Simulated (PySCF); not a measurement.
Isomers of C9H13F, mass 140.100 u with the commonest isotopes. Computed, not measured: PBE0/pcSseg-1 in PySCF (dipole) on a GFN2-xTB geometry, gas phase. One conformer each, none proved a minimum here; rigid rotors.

Task: Order these by rotational constant B, smallest first.
A. `C[C@@H]1C[C@@H]2C=C(F)[C@H]1CC2`
B. `[F:1]/[CH:2]=[CH:3]/[CH2:4][C@:5]12[CH2:6][CH2:7][C@H:8]([CH2:9]1)[CH2:10]2` with C2–C3–C4–C5 116°, C3–C4–C5–C6 -63°
C. `[CH2:1]=[CH:2][CH2:3][C@@:4]1([CH2:5][F:6])[CH2:7][C@H:8]1[CH:9]=[CH2:10]` with C1–C2–C3–C4 -122°, C2–C3–C4–C5 71°, C3–C4–C5–F6 -179°, C7–C8–C9–C10 -154°
D. `[CH2:1]=[CH:2]/[CH:3]=[C:4](/[F:5])[CH2:6][CH:7]1[CH2:8][CH2:9][CH2:10]1` with C1–C2–C3–C4 -179°, C3–C4–C6–C7 106°, C4–C6–C7–C8 -71°, C6–C7–C8–C9 -130°, C7–C8–C9–C10 11°, C8–C9–C10–C7 -11°, C6–C7–C10–C9 131°

Result: B (682.6 MHz), D (777.2 MHz), C (1174 MHz), A (1517 MHz).

Task: Order these by rotational constant A, largest first.
A. `[F:1]/[CH:2]=[CH:3]/[CH2:4][C@:5]12[CH2:6][CH2:7][C@H:8]([CH2:9]1)[CH2:10]2` with C2–C3–C4–C5 116°, C3–C4–C5–C6 -63°
B. `C[C@@H]1C[C@@H]2C=C(F)[C@H]1CC2`
C. `[CH2:1]=[CH:2][CH2:3][C@@:4]1([CH2:5][F:6])[CH2:7][C@H:8]1[CH:9]=[CH2:10]` with C1–C2–C3–C4 -122°, C2–C3–C4–C5 71°, C3–C4–C5–F6 -179°, C7–C8–C9–C10 -154°
D. `[CH2:1]=[CH:2]/[CH:3]=[C:4](/[F:5])[CH2:6][CH:7]1[CH2:8][CH2:9][CH2:10]1` with C1–C2–C3–C4 -179°, C3–C4–C6–C7 106°, C4–C6–C7–C8 -71°, C6–C7–C8–C9 -130°, C7–C8–C9–C10 11°, C8–C9–C10–C7 -11°, C6–C7–C10–C9 131°

Result: A (3172 MHz), D (1909 MHz), B (1653 MHz), C (1274 MHz).

Task: Order these by rotational constant C, smallest first.
A. `C[C@@H]1C[C@@H]2C=C(F)[C@H]1CC2`
B. `[CH2:1]=[CH:2][CH2:3][C@@:4]1([CH2:5][F:6])[CH2:7][C@H:8]1[CH:9]=[CH2:10]` with C1–C2–C3–C4 -122°, C2–C3–C4–C5 71°, C3–C4–C5–F6 -179°, C7–C8–C9–C10 -154°
C. `[F:1]/[CH:2]=[CH:3]/[CH2:4][C@:5]12[CH2:6][CH2:7][C@H:8]([CH2:9]1)[CH2:10]2` with C2–C3–C4–C5 116°, C3–C4–C5–C6 -63°
D. `[CH2:1]=[CH:2]/[CH:3]=[C:4](/[F:5])[CH2:6][CH:7]1[CH2:8][CH2:9][CH2:10]1` with C1–C2–C3–C4 -179°, C3–C4–C6–C7 106°, C4–C6–C7–C8 -71°, C6–C7–C8–C9 -130°, C7–C8–C9–C10 11°, C8–C9–C10–C7 -11°, C6–C7–C10–C9 131°

Result: D (614.9 MHz), C (645.9 MHz), B (761.5 MHz), A (1166 MHz).

| SMILES | point group | Ia (u·Å²) | Ib (u·Å²) | Ic (u·Å²) | κ | μa (D) | μb (D) | μc (D) |
| --- | --- | --- | --- | --- | --- | --- | --- | --- |
| C[C@@H]1C[C@@H]2C=C(F)[C@H]1CC2 | C1 | 305.81 | 333.23 | 433.60 | 0.44 | 1.67 | 0.78 | 0.24 |
| C=CC[C@@]1(CF)C[C@H]1C=C | C1 | 396.67 | 430.56 | 663.70 | 0.61 | 1.06 | 0.80 | 0.83 |
| C=C/C=C(/F)CC1CCC1 | C1 | 264.67 | 650.27 | 821.87 | -0.75 | 0.85 | 1.09 | 0.62 |
| F/C=C/C[C@]12CC[C@H](C1)C2 | C1 | 159.30 | 740.40 | 782.40 | -0.97 | 1.47 | 0.63 | 0.74 |
